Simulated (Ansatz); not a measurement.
`C[CH2][Ge]([F])([F])[F]` and `[F][Ge]([F])([F])[O][SiH3]` differ in one atom or group.

Ansatz, PBE0-D4/def2-TZVP geometries, multiplicity 1. Each molecule was computed in one conformer, which needn't be the lowest.

Scalar relativity is left out up to krypton.

```tsv
property	`C[CH2][Ge]([F])([F])[F]`
HOMO–LUMO gap (PBE/def2-TZVPP) / eV	7.09
size of the dipole moment (PBE/def2-TZVPP) / D	3.80
LUMO energy (B3LYP/def2-TZVPP) / eV	-0.52
HOMO–LUMO gap (B3LYP/def2-TZVPP) / eV	9.00
HOMO–LUMO gap (PBE0/def2-TZVPP) / eV	9.59
size of the dipole moment (B3LYP/def2-TZVPP) / D	3.95
```

(1) Give the same properties after the change, and the shifts. (Estimate.)

## Answers

(1) Computed: 
| property | `[F][Ge]([F])([F])[O][SiH3]` | shift |
| --- | --- | --- |
| HOMO–LUMO gap (PBE/def2-TZVPP) / eV | 5.72 | -1.37 |
| size of the dipole moment (PBE/def2-TZVPP) / D | 1.94 | -1.86 |
| LUMO energy (B3LYP/def2-TZVPP) / eV | -1.73 | -1.21 |
| HOMO–LUMO gap (B3LYP/def2-TZVPP) / eV | 7.72 | -1.28 |
| HOMO–LUMO gap (PBE0/def2-TZVPP) / eV | 8.28 | -1.31 |
| size of the dipole moment (B3LYP/def2-TZVPP) / D | 2.07 | -1.88 |

With PBE0 the HOMO rises by 0.06 eV and the LUMO falls by 1.25 eV, so the gap narrows by about 1.31 eV. PBE moves the HOMO by 0.11 eV and ωB97M-V by 0.00 eV. Dipoles are sizes alone; their direction can turn.

Positive LUMOs are unbound, so they and the gaps depend on the basis.

B3LYP here is the variant with VWN-RPA as its local correlation; programs differ in this.
